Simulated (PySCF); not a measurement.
Fill in the blanks.

Compound: C₄H₅Cl₂FSi.
Atom-mapped SMILES: `[F:1][Si@H:2]([Cl:3])[C:4]1=[C:5]([Cl:6])[CH2:7][CH2:8]1` (hydrogens: H9 on Si2; H10, H11 on C7; H12, H13 on C8)

Conformer (atom-mapped SMILES and torsion angles): `[F:1][Si@H:2]([Cl:3])[C:4]1=[C:5]([Cl:6])[CH2:7][CH2:8]1`: F1–Si2–C4–C5 -173°.

```csv
property,level,value
point group of the GFN2-xTB geometry,GFN2-xTB,?
"rotational constants A, B, C of the GFN2-xTB geometry",GFN2-xTB,"1.657, 0.782, 0.598 GHz"
dipole moment,CAM-B3LYP/def2-SVPD,?
HOMO energy,CAM-B3LYP/def2-SVPD,?
LUMO energy,CAM-B3LYP/def2-SVPD,0.05 eV
lowest singlet excitation,TDDFT CAM-B3LYP/def2-SVPD,"6.03 eV (206 nm, f = 0.307)"
lowest triplet excitation (Tamm–Dancoff),TDA CAM-B3LYP/def2-SVPD,?
static isotropic polarisability,CAM-B3LYP/def2-SVPD,?
electronic spatial extent ⟨r²⟩ about the centre of nuclear charge,CAM-B3LYP/def2-SVPD,?
13C chemical shifts (computed TMS as zero) by class,GIAO PBE0/pcSseg-1,?
1H chemical shifts (computed TMS as zero) by class,GIAO PBE0/pcSseg-1,"5.58 (H9), 2.88 (H11), 2.86 (H10), 2.63 (H13), 2.58 (H12) ppm"
"isotropic shieldings of nuclei other than C and H, by class",GIAO PBE0/pcSseg-1,"341 (F1), 361 (Si2), 671 (Cl6), 886 (Cl3) ppm"
```

The electronic properties come from PySCF, for the isolated species, density fitting.

(1) Give the static isotropic polarisability.

(2) Give the HOMO energy.

(3) The electronic spatial extent ⟨r²⟩ about the centre of nuclear charge?

(4) Give the 13C chemical shifts (computed TMS as zero) by class.

(5) The lowest triplet excitation (Tamm–Dancoff)?

(6) Give the point group of the GFN2-xTB geometry.

(7) Give the dipole moment.

## Answers

(1) 95.2 au.

(2) -8.83 eV.

(3) 1802 bohr².

(4) 161.4 (C5), 149.7 (C4), 41.5 (C7), 29.3 (C8) ppm.

(5) 3.81 eV.

(6) C1.

(7) 2.11 D.

The 8 singlets span 6.03 to 7.82 eV, and their oscillator strengths add up to 0.37. The largest Löwdin shares of the HOMO are 0.30 on C4, 0.24 on C5, 0.23 on Cl6 and 0.07 on C8. A dipole of 2.11 D is allowed in C1, and pure rotational transitions are dipole-allowed. The vertical singlet–triplet gap S1 − T1 is 2.22 eV (TDDFT singlet less Tamm–Dancoff triplet; S1: HOMO→LUMO, weight 0.96; T1: HOMO→LUMO, weight 0.88). The polarisability is 14.11 Å³ as a volume (1 au = 0.148185 Å³), or 1.11 au for each of the 86 electrons. The principal polarisabilities are 76.7, 98.8 and 110.2 au; their mean is the isotropic value.

For the NMR shielding job (PBE0/pcSseg-1), the run took 1.9 min wall, 87 s CPU (with the writing of density and orbital grids) on one thread of an Intel Xeon at 2.50 GHz, shared host, and the process peaked at 0.81 GiB of memory.

One conformer stands for the species.
